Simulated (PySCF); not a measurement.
C10H11F.
Atom-mapped SMILES: `[CH3:1][CH2:2][c:3]1[cH:4][c:5]([CH2:6][F:7])[c:8]2[c:9]([cH:10]1)[CH2:11]2`

Geometry (GFN2-xTB, Å), atoms numbered from 1 in this order:
```
atom  x, y, z in Å
C1     3.002   -0.262    0.700
C2     2.281    0.032   -0.618
C3     0.815    0.268   -0.376
C4    -0.068   -0.800   -0.426
C5    -1.451   -0.683   -0.172
C6    -2.398   -1.849   -0.238
F7    -1.752   -3.019   -0.546
C8    -1.822    0.588    0.133
C9    -0.951    1.654    0.186
C10    0.379    1.575   -0.057
C11   -2.387    1.924    0.472
H12    2.889    0.572    1.389
H13    4.062   -0.427    0.525
H14    2.584   -1.150    1.168
H15    2.725    0.915   -1.082
H16    2.416   -0.813   -1.296
H17    0.318   -1.777   -0.675
H18   -3.157   -1.693   -1.015
H19   -2.894   -2.006    0.727
H20    1.073    2.402   -0.025
H21   -2.982    2.446   -0.270
H22   -2.692    2.121    1.495
```

NICS = −σ at a ghost point: NICS(0) at the centroid of the ring atoms, NICS(1) 1 Å to either side along the normal of their mean plane, zz for the tensor component along that normal. Level: GIAO PBE0/pcSseg-1 (PySCF, non-relativistic, gas phase) on the GFN2-xTB geometry, one conformer.

Rings: 1. C3–C4–C5–C8–C9–C10; 2. C8–C9–C11.

| set | NICS(0) | NICS(1), two faces | NICS(1)zz, two faces |
| --- | --- | --- | --- |
| P | -21.8 | -7.1 / -7.3 | -13.6 / -14.1 |
| Q | -8.6 | -11.4 / -11.6 | -25.8 / -26.6 |

Q: Which set (ppm) belongs to which ring?

A: P = 2, Q = 1.
- 1 (6-membered carbocycle; formal bonds all aromatic): mean NICS(1)zz -26.2 ppm, shielded, aromatic by this magnetic criterion (flat ring, no four-coordinate atom), though in fused rings the probe also feels the neighbouring ring.
- 2 (3-membered carbocycle; formal bonds 1 aromatic, 2 single): mean NICS(1)zz -13.8 ppm, shielded. C11 has four or more neighbours, so the value isn't read as a sign of a π ring current.

Q: How do the rings differ in shape?

A: 
| ring | bond lengths (Å) | rms pucker (Å) | HOMA | nearest outside atom to a NICS(1) probe (Å) |
| --- | --- | --- | --- | --- |
| 1 | 1.387, 1.412, 1.359, 1.378, 1.355, 1.415 | 0.00 | 0.86 | hydrogen 2.63 |
| 2 | 1.378, 1.489, 1.489 | 0.00 | – | hydrogen 1.48 |

HOMA = 1 − mean of α(R − Ropt)² over the ring bonds, with Krygowski's 1993 parameters (CC: Ropt 1.388 Å, α 257.7 Å⁻²). A dash marks a ring with a four-coordinate atom, a triple bond, no multiple bond or a kind of bond without parameters.
